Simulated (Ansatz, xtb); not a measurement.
## F3GeH3Si: which of two isomers lies lower

Structure X: `[F][Ge]([F])([F])[SiH3]`, a singlet. Structure Y: `[F][GeH2][SiH](F)F`, a singlet. Both are isolated molecules in the gas phase, relaxed with PBE0-D4/def2-SVP; the shapes shown needn't be the lowest conformers.

X (Å):

```xyz
8

F    -3.0585   -2.2829   -0.4435
F    -2.0902    0.2566   -0.1586
F    -1.5192   -1.1785   -2.4132
Ge   -1.6519   -1.3201   -0.7003
Si    0.3015   -2.1834    0.3400
H     0.0314   -2.2442    1.8021
H     0.5424   -3.5367   -0.2302
H     1.4170   -1.2496    0.0266
```

Y (Å):

```tsv
atom	x (Å)	y (Å)	z (Å)
F	0.5183	-2.8681	0.9555
F	0.1698	-2.8825	-2.7631
F	-2.1485	-3.2566	-1.6248
Ge	-0.0939	-1.4337	0.1673
Si	-0.9996	-2.1591	-1.9156
H	-1.1556	-0.8355	1.1061
H	1.1013	-0.4796	0.0007
H	-1.5866	-1.0849	-2.7581
```

Q: Which of the two would you expect CCSD(T)/def2-SVP + ΔMP2/def2-TZVPP electronic energies to favour?

A: Structure Y; the calculation gives E(Y) − E(X) = −24.2 kcal/mol.

How the difference moves with the method:

| level | geometry | E(Y) − E(X) (kcal/mol) | departure from the last row (kcal/mol) | job, with rough time for the two |
| --- | --- | --- | --- | --- |
| GFN2-xTB | GFN2-xTB | −10.9 | +13.4 | optimisation, 0.096 s |
| HF/STO-3G | GFN2-xTB | −14.1 | +10.1 | single point, 0.4 s |
| r2SCAN-D4/def2-SVP | GFN2-xTB | −19.0 | +5.2 | single point, 3.7 s |
| PBE0-D4/def2-SVP | PBE0-D4/def2-SVP | −18.9 | +5.3 | optimisation, 24 s |
| HF/def2-SVP | PBE0-D4/def2-SVP | −20.6 | +3.6 | part of the CCSD(T) run |
| MP2/def2-SVP | PBE0-D4/def2-SVP | −17.8 | +6.5 | part of the CCSD(T) run |
| CCSD(T)/def2-SVP | PBE0-D4/def2-SVP | −17.4 | +6.8 | single point |
| CCSD(T)/def2-SVP + ΔMP2/def2-TZVPP | PBE0-D4/def2-SVP | −24.2 |  | single point, 38 s |

As drawn, Y has 2 F–Si, 2 Ge–H in place of 2 F–Ge, 2 Si–H.

None of the levels shown reverses the order. The largest departure from CCSD(T)/def2-SVP + ΔMP2/def2-TZVPP is that of GFN2-xTB, 13.4 kcal/mol. The last row adds to CCSD(T) the change of the MP2 difference between the two basis sets, here −6.8 kcal/mol, a large step that makes the value less sure.

With harmonic frequencies from PBE0-D4/def2-SVP (ideal gas, rigid rotor, one conformer each, 298.15 K, 1 atm): on the last row, ΔE + ΔZPE = −23.4 kcal/mol. A mode under 50 cm⁻¹ makes harmonic enthalpies and free energies unreliable, so none is given.

The correlated steps freeze 17 core orbitals; the filled d shell of Ge is correlated, in a basis made for valence electrons. Programs: Ansatz 0.2.0, xtb 6.7.1; the last row on 2 threads of Arm Neoverse V2 on a shared host.
